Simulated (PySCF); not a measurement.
Constitutional and geometric isomers with formula CH7B2N. Gas-phase values, no solvent. One relaxed conformer stands for each flexible species; it need not be the lowest. Strings in code marks are SMILES.

Calculation: PySCF with PBE-D3(BJ)/def2-TZVP // B3LYP-D3(BJ)/def2-TZVP. All candidates: neutral, multiplicity 1. Excitations are Tamm–Dancoff values on a coarser integration grid. The basis has no diffuse functions, so Rydberg states are missing or too high.

| Item | Result |
|---|---|
| HOMO | -7.55 eV |
| T1 excitation (TDA) | 5.23 eV |
| HOMO–LUMO gap | 5.55 eV |

### Question
Identify which member has these values.
A. `BC(B)N`
B. `BCNB`
C. `BN(B)C`
D. `BNBC` (B–N–B–C torsion 180°)

### Answer
D, `BNBC` (B–N–B–C torsion 180°). The others give `BC(B)N`: -5.63 eV, 2.75 eV, 2.93 eV; `BN(B)C`: -7.51 eV, 4.79 eV, 5.20 eV; `BCNB`: -6.54 eV, 3.69 eV, 3.86 eV
